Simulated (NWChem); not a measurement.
KOH; SMILES [OH][K]

```xyz
3

K     -0.1028    -0.7854     0.0000
O      0.2182     1.3730     0.0000
H      0.3592     2.3220     0.0000
```
Atoms are numbered in this order, from 1.

The geometry was optimised at PBE0/def2-SVP.

Give the principal values of the shielding tensors (ppm) of K1, O2 from PBE0/pcSseg-0, GIAO (NWChem), with their diamagnetic and paramagnetic parts as GIAO splits them.


```json
[
 {"atom": "K1", "σ11": "1245.8", "σ22": "1245.8", "σ33": "1329.3", "isotropic": "1273.7", "diamagnetic": "1328.6", "paramagnetic": "-54.9"},
 {"atom": "O2", "σ11": "283.3", "σ22": "283.3", "σ33": "417.4", "isotropic": "328.0", "diamagnetic": "384.2", "paramagnetic": "-56.2"}
]
```
